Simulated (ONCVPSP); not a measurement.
Ti: excitation energies, all-electron against ONCV

- Element: titanium
- Generator: ONCVPSP 4.0.1
- Type: optimised norm-conserving Vanderbilt (ONCV)
- Functional: PBE
- Relativity: scalar-relativistic
- Frozen core: [Ne]
- Valence charge: 12
- Reference configuration: 3s2 3p6 3d2 4s2
- Partial waves: 3s+4s: rc 1.85 bohr, ncon 4, nbas 8, qcut 7 1/bohr, 2 projectors; 3p: rc 1.00 bohr, ncon 4, nbas 7, qcut 9.6 1/bohr, 2 projectors, debl 4 Ha; 3d: rc 2.35 bohr, ncon 4, nbas 9, qcut 6.7 1/bohr, 2 projectors, debl 2.3 Ha; f scattering state at 0.36 Ha: rc 2.15 bohr, ncon 4, nbas 7, qcut 4.5 1/bohr, 3 projectors, debl 2.8 Ha
- Local potential: polynomial inside 0.75 bohr (lpopt 5, dvloc0 0 Ha)
- Core correction: polynomial model core, fcfact 0.4

Energies are relative to the spin-unpolarised reference configuration 3s2 3p6 3d2 4s2; without spin polarisation the order of configurations can differ from experiment.

```tsv
valence configuration	charge	ΔE all-electron (eV)	error AE − PS (meV)
3s2 3p6 3d1 4s0	+3	47.867	+199
3s1 3p6 3d2 4s2	+1	69.654	-531
```

(1) What are ΔE and the potential's error for 3s2 3p6 3d2 4s0?

(2) What are ΔE and the potential's error for 3s2 3p6 3d2 4s1?

Note: no bound ghost flagged; GHOST(+) flagged for s at 124.7 eV.

Answers

(1) ΔE = 20.919 eV all-electron; the error (AE − PS) is -5.6 meV.

(2) ΔE = 7.347 eV all-electron; the error (AE − PS) is -0.1 meV.
